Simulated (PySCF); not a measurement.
Si(F)3(SiH3) (F3H3Si2), SMILES F[Si](F)(F)[SiH3].

Geometry: PBE0-D3(BJ)/def2-SVP.

Calculation: PBE/def2-TZVP run with PySCF.

Symmetry labels are those of the subgroup Cs that the program uses (full group C3v).

Computed valence orbital energies around the gap with their symmetry:
```
orbital  symmetry  energy (eV)
-------  --------  -----------
HOMO−7         A'       -10.95
HOMO−6         A"       -10.95
HOMO−5         A"       -10.38
HOMO−4         A'       -10.38
HOMO−3         A"        -9.93
HOMO−2         A'        -9.16
HOMO−1         A"        -9.16
HOMO           A'        -8.15
LUMO           A"        -1.27
LUMO+1         A'        -1.27
LUMO+2         A'        -0.46
LUMO+3         A'        -0.05
```
